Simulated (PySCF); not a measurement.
# Potential energy of BeH⁺ along the bond

Set-up: PySCF, no relativity, basis sets Be def2-SVPD, H def2-SVPD. Energies in eV from Be⁺ + H in their ground configurations at the same level. State: ¹Σ⁺ (singlet), closed shell.

Curves on a restricted Hartree–Fock reference rise too fast on stretching and do not dissociate correctly.

```tsv
R (Å)	RHF-CCSD
1.190	-2.778
1.243	-2.890
1.282	-2.930
1.322	-2.940
1.362	-2.926
1.415	-2.875
1.481	-2.773
1.560	-2.612
```

**Question.** Put a parabola through the three lowest points of the RHF-CCSD curve and estimate Re, k and ωe (reduced mass 0.9065 u; 1 eV/Å² = 0.16022 mdyn/Å; ωe = 1302.8·√(k/μ) cm⁻¹).

**Answer.** Through R = 1.282, 1.322, 1.362 Å the second-order coefficient is 7.50 eV/Å², so Re ≈ 1.319 Å, k ≈ 2.40 mdyn/Å and ωe ≈ 2121 cm⁻¹. A polynomial fit of higher order to the unrounded RHF-CCSD energies gives Re = 1.317 Å, k = 2.60 mdyn/Å, ωe = 2205 cm⁻¹; anharmonicity and rounding make the difference.

The higher-order fit for each curve: RHF-CCSD: Re = 1.317 Å, ωe = 2205 cm⁻¹, De = 2.94 eV.

Correlated steps freeze no core orbitals. Correlated levels converge slowly with the basis: in double zeta they bind strong bonds too weakly, by up to about 1 eV, and carry superposition errors of some tenths. For an ion De counts to the pair picked by the measured ionisation energies or electron affinities, which need not be the lowest pair at this level. Where the molecule has an RHF reference, its open-shell atoms are computed with UHF.
